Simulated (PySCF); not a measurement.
CH6O3Si2, SMILES O[SiH2]C(=O)[SiH2]O.

Geometry optimised at ωB97X-D3(BJ)/def2-SVP. This is a generated structure with no PubChem entry under its InChIKey; it may be hypothetical. The values are those of a single conformer.

Two levels are set side by side: PBE/def2-TZVP (PySCF) and r2SCAN/def2-TZVP (PySCF). Same geometry, gas phase. Differences are taken from unrounded values.

```tsv
quantity	r2SCAN
orbital gap (eV)	2.67
highest occupied level (eV)	-6.00
lowest empty level (eV)	-3.34
dipole moment (D)	0.99
mean polarisability (bohr³)	73.8
```

### Question
What does PBE give, and how far is it from r2SCAN? (Estimate from the structure and the level; the computed values follow.)

### Answer

| quantity | PBE | PBE minus r2SCAN |
|---|---|---|
| orbital gap (eV) | 2.31 | -0.36 |
| highest occupied level (eV) | -5.79 | 0.21 |
| lowest empty level (eV) | -3.48 | -0.14 |
| dipole moment (D) | 0.91 | -0.09 |
| mean polarisability (bohr³) | 77.1 | 3.2 |

Rough cost on one machine, each run with all the roots and properties that it gave: r2SCAN against PBE about 4 times.
